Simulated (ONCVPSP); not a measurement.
## Cutoff test, aluminium, ONCV

| Quantity | Value |
| --- | --- |
| Element | aluminium |
| Generator | ONCVPSP 4.0.1 |
| Type | optimised norm-conserving Vanderbilt (ONCV) |
| Functional | PBE |
| Relativity | scalar-relativistic |
| Frozen core | [Ne] |
| Valence charge | 3 |
| Reference configuration | 3s2 3p1 |
| Partial waves | 3s: rc 2.00 bohr, ncon 4, nbas 7, qcut 2.8 1/bohr, 2 projectors, debl 2.2 Ha; 3p: rc 2.65 bohr, ncon 4, nbas 8, qcut 2.8 1/bohr, 2 projectors, debl 1.8 Ha; d scattering state at 0.38 Ha: rc 2.10 bohr, ncon 4, nbas 9, qcut 4.7 1/bohr, 2 projectors, debl 2.3 Ha |
| Local potential | polynomial inside 1.45 bohr (lpopt 5, dvloc0 3 Ha) |
| Core correction | Teter function, fcfact 6, rcfact 1.4 |

Task: For each optimised wave give the share of its norm inside rc, the residual kinetic energy above qcut (Ha) and the cutoffs (Ha) for errors of 10, 1, 0.1 and 0.01 mHa per electron.

Result:

```
         wave  norm inside rc  residual KE  10 mHa  1 mHa  0.1 mHa  0.01 mHa
           3s           0.326      4.4e-03     3.0   10.0     26.0      31.2
s projector 2           0.128      9.2e-02     6.0   16.0     30.7      35.5
           3p           0.345      2.4e-05     1.3    2.0      2.8       9.9
p projector 2           0.215      2.8e-03     3.7    5.2     19.0      35.7
d projector 1           0.302      2.0e-04     5.8    9.0     15.6      63.9
d projector 2           0.199      1.6e-02    11.9   36.1     82.8      93.3
```

The occupied waves need 10.0 Ha and 26 Ha for 1 and 0.1 mHa. The cutoffs count occupied waves only; projector 2 of the d channel, the hardest unoccupied one, needs 36 Ha at the loose tolerance.
